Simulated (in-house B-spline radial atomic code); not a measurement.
Configurations of Br5+, with energies counted from [Ar] 3d10 4s2. Method: non-relativistic Hartree-Fock with fractional occupations, spin-polarised, spherical fractional occupations, point nucleus. Calculated with a B-spline radial code for spherical atoms. Caution: exact exchange at fractional occupations of open shells leaves self-interaction of up to several eV. Shells without spins written out take the highest spin.

Occupations are held fixed; configurations that lie above the ionisation limit could autoionise.

| configuration | E - E(ref) (eV) | highest orbital | its <r> (bohr) |
| --- | --- | --- | --- |
| [Ar] 3d10 4s1 4p1 | 15.364 | 4p up | 1.68 |
| [Ar] 3d10 4s1 4d1 | 39.307 | 4d up | 2.158 |
| [Ar] 3d9 4s2 5f1 | 151.07 | 5f up | 5.209 |
| [Ne] 3s2 3p5 3d10 4s2 4d1 | 235.83 | 4d up | 2.082 |
| [Ne] 3s2 3p5 3d10 4s2 4f1 | 253.43 | 4f up | 2.963 |
| [Ne] 3s2 3p(2 up, 3 down) 3d10 4s2 4f(1 up, 0 down) | 253.44 | 4f up | 2.966 |

Problem. Order these further configurations by energy, lowest first.
A. [Ne] 3s2 3p(3 up, 2 down) 3d10 4s2 5p(0 up, 1 down)
B. [Ne] 3s2 3p5 3d10 4s2 5d1
C. [Ar] 3d9 4s2 5p1
D. [Ar] 3d10 4s1 4f1
E. [Ne] 3s2 3p5 3d10 4s2 5p1

Solution. D (55.882 eV), C (134.87 eV), E (247.18 eV), A (247.33 eV), B (255.88 eV).

Problem. How far above the reference does [Ar] 3d10 4s(0 up, 1 down) 5p(0 up, 1 down) lie?

Solution. 50.054 eV; its least bound orbital is 5p down with <r> = 3.377 bohr.

Problem. How far above the reference does [Ar] 3d10 4s(0 up, 1 down) 5d(0 up, 1 down) lie?

Solution. 58.595 eV; its least bound orbital is 5d down with <r> = 4.136 bohr.
